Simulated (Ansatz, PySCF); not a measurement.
Gas-phase reaction (SMILES): ClBCl [dichloroborane] → Cl[B]Cl + H atom; the B-H bond at the site shown breaks (other sites are not compared here).

Structures are relaxed separately at B3LYP-D3(BJ)/def2-TZVP in Ansatz (an electronic-structure program). Correlated levels leave the core frozen unless marked. Open shells are spin-unrestricted. Spin-orbit coupling is left out. No relativistic terms. CBS marks a two-point X^-3 extrapolation of the correlation energy; Hartree-Fock from the larger set. Thermal terms are rigid-rotor harmonic-oscillator values from B3LYP-D3(BJ) frequencies (Ansatz or PySCF) at 298.15 K and 1 atm. 1 Eh = 627.5095 kcal/mol. Atoms have translation alone. Electronic entropy comes from spin alone.

```
species  E, CCSD(T)/CBS(cc-pV(T+d)Z,cc-pV(Q+d)Z) (Ansatz) (Eh)  E, PBE/def2-TZVPD (Ansatz) (Eh)  H - E (Eh)  G - E (Eh)
-------  -----------------------------------------------------  -------------------------------  ----------  ----------
ClBCl                                               -945.01534                       -945.53994     0.01930    -0.01115
Cl[B]Cl                                             -944.34008                       -944.87485     0.00881    -0.02190
H atom                                                -0.49995                         -0.49962     0.00236    -0.01065
```

### Question
Work out ΔE and ΔH, ΔG, ΔS and the equilibrium constant at 298.15 K at the first level, then ΔH at the second.

### Answer

1. ΔE = [(-944.34008) + (-0.49995)] - [(-945.01534)] = 0.17531 Eh = 110.0 kcal/mol at CCSD(T)/CBS(cc-pV(T+d)Z,cc-pV(Q+d)Z).
2. The terms H - E add up to -0.00813 Eh, so ΔH = (0.17531 + (-0.00813))×627.5095 = 104.9 kcal/mol.
3. The terms G - E add up to -0.02140 Eh, so ΔG = 96.6 kcal/mol, and ΔS = (-0.00813 - (-0.02140))×627509.5/298.15 = 27.9 cal/(mol K).
4. log10 K = -ΔG/(RT ln 10) = -70.8, with RT ln 10 = 1.3642 kcal/mol.
5. With ΔH and ΔS taken as constant, ΔG changes sign near ΔH/ΔS = 3760 K, a rough figure that leaves out heat capacities.
6. At PBE/def2-TZVPD the same steps give ΔE = 103.8 and ΔH = 98.7 kcal/mol, a shift of -6.2 from the first level.
7. These values are not checked against measurement here, since the tables used lack a sound gas-phase enthalpy of formation for at least one species.
